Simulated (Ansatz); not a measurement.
A structure relaxed at PBE0-D4/def2-SVP in Ansatz, charge 0, singlet:

```xyz
5

Mg    1.2585   -0.3574    0.8114
Mg   -1.2524   -0.6642   -0.6006
S     0.5056    1.8419    0.5869
S     0.0139   -2.2733    0.4690
S    -0.5255    1.4530   -1.2667
```

(1) Give its formula and point group.

(2) Summarise the bond lengths by kind (pairs closer than 1.2 times the sum of covalent radii, bridged metal pairs left out).

Results:

(1) Mg2S3. Point group C2 (tolerance 0.1 Å).

(2) 4 × Mg–S 2.31 to 2.34 Å; 1 × S–S 2.16 Å.

Another isomer (singlet) lies 0.06 eV lower at PBE0-D4/def2-TZVP; other spin states weren't run for this one.
